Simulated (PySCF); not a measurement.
Estimate the missing entries of this data sheet.

Species: C₇H₉N.
SMILES: `CC(C)C=C=CC#N`

Conformer (atom-mapped SMILES and torsion angles): `[CH3:1][CH:2]([CH3:3])[CH:4]=[C:5]=[CH:6][C:7]#[N:8]`: C1–C2–C4–C5 -117°.

```csv
property,level,value
point group of the GFN2-xTB geometry,GFN2-xTB,C1
"rotational constants A, B, C of the GFN2-xTB geometry",GFN2-xTB,?
dipole moment,B3LYP/def2-SVPD,?
HOMO energy,B3LYP/def2-SVPD,?
LUMO energy,B3LYP/def2-SVPD,-1.45 eV
lowest singlet excitation,TDDFT B3LYP/def2-SVPD,?
strongest line among the 8 lowest singlet transitions,TDDFT B3LYP/def2-SVPD,"S3 at 6.15 eV (202 nm, f = 0.419)"
lowest triplet excitation (Tamm–Dancoff),TDA B3LYP/def2-SVPD,?
static isotropic polarisability,B3LYP/def2-SVPD,?
electronic spatial extent ⟨r²⟩ about the centre of nuclear charge,B3LYP/def2-SVPD,?
```

The electronic properties come from PySCF, for the isolated species, density fitting.

Problem. Give the lowest triplet excitation (Tamm–Dancoff).

Solution. 3.99 eV.

Problem. What is the electronic spatial extent ⟨r²⟩ about the centre of nuclear charge?

Solution. 1460 bohr².

Problem. The static isotropic polarisability?

Solution. 94.8 au.

Problem. What is the HOMO energy?

Solution. -7.76 eV.

Problem. What is the dipole moment?

Solution. 4.99 D.

Problem. What are the rotational constants A, B, C of the GFN2-xTB geometry?

Solution. 5.053, 0.862, 0.774 GHz.

Problem. The lowest singlet excitation?

Solution. 5.14 eV (241 nm, f = 0.000).

A dipole of 4.99 D is allowed in C1, and pure rotational transitions are dipole-allowed. The polarisability is 14.04 Å³ as a volume (1 au = 0.148185 Å³), or 1.63 au for each of the 58 electrons. The principal polarisabilities are 66.2, 79.5 and 138.6 au; their mean is the isotropic value. The dipole matches unit charges of opposite sign 1.04 Å apart (1 e·Å = 4.8032 D). The rotational constants make it an asymmetric top with κ = (2B − A − C)/(A − C) = -0.96, nearer the prolate limit (−1).

One conformer stands for the species.
